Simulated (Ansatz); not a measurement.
The first iterations of a band of CH6BFSi2 (11 atoms, charge 0, multiplicity 1).

Computed with Ansatz, RKS PBE-D4/def2-SVP.

```
movable images  : 7
climbing image  : yes
spring          : 5.0 eV/Å²
optimiser       : quadratic models (default)
start path      : straight line
force threshold : 0.05 eV/Å
iteration limit : 49
end points      : relaxed
```

Initial state:

```xyz
11
Properties=species:S:1:pos:R:3
F -2.432 1.381 -0.378
Si -0.838 1.356 -0.768
C 0.286 -0.308 -1.393
B 0.410 0.163 0.015
Si 0.631 -0.773 1.764
H -0.720 2.222 -1.985
H 0.315 0.316 -2.315
H 0.303 -1.379 -1.677
H 0.968 -2.235 1.602
H 1.752 -0.129 2.543
H -0.612 -0.670 2.612
```

Final state:

```xyz
11
Properties=species:S:1:pos:R:3
F -0.856 2.686 0.133
Si -0.013 1.599 -0.762
C -0.602 -0.357 -1.273
B 0.382 -0.158 -0.172
Si 0.686 -1.070 1.577
H 0.077 2.205 -2.129
H -0.593 0.120 -2.280
H -1.386 -1.140 -1.247
H 2.158 -1.352 1.757
H 0.257 -0.204 2.735
H -0.045 -2.386 1.682
```

| iteration | highest image above the first end (eV) | largest band force component (eV/Å) |
| --- | --- | --- |
| 1 | 10.710 | 25.317 |
| 2 | 2.673 | 7.690 |

**Question.** Does the band converge within its limit, and where does its top end?

**Answer.** The forces met the threshold. It ended after 6 iterations with the highest image 0.025 eV above the first end. Another band between the same ends (7 images) ends at a top of the same energy, where a vibrational analysis finds 1 clearly imaginary mode.

Run time: 5 min on 2 threads of Intel(R) Xeon(R) Processor @ 2.50GHz (Skylake/Cascade Lake), on a shared host, peak memory 0.16 GiB.
